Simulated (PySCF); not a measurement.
Computed vibrations of [Dy(SH)2]+

[Dy(SH)2]+ (singlet in the valence; each metal's 4f electrons, 9 of them, lie in its core potential, out of spins and levels). PySCF 2.14.0, RKS BP86, Dy lcecp-1-SVP with ECP55, S def2-SVP, H def2-SVP; non-relativistic Hamiltonian with scalar-relativistic core potentials where named; density fitting; no spin-orbit coupling. Central differences of gradients.

```xyz
5

Dy    0.0000    0.0000    0.0000
S     0.0000    0.6612    2.3294
H     0.0000    1.0320    3.6357
S     0.0000   -0.6612   -2.3294
H     0.0000   -1.0320   -3.6357
```

Run from Python with OMP_NUM_THREADS=2. Where DIIS fails, smearing, a level shift and second-order steps follow.
It took 21 s on 2 threads of Arm Neoverse V1, on a shared host.

(1) What are the harmonic wavenumbers and infrared intensities?

(2) Is this a minimum?

An lcecp potential fixes the number of 4f electrons, so in runs with it no electron can move into or out of that shell.

## Answers

(1) Modes are labelled in D∞h; negative numbers are unstable modes, those under 60 cm⁻¹ near the noise; a finer grid moves soft modes by up to 10 cm⁻¹.
```tsv
cm⁻¹	km/mol	symmetry
-238	–	πu
-238	–	πu
-56	–	πu
-56	–	πu
247	0.0	πg
247	0.0	πg
360	0.0	σg+
396	130.2	σu+
2655	353.4	σu+
2656	0.0	σg+
```

(2) No: 4 unstable; the lowest moves the atoms so:
```
Dy   0.00  0.00  0.00
S   -0.01 -0.02  0.01
H    0.32  0.60 -0.17
S   -0.01 -0.02  0.01
H    0.32  0.60 -0.17
```
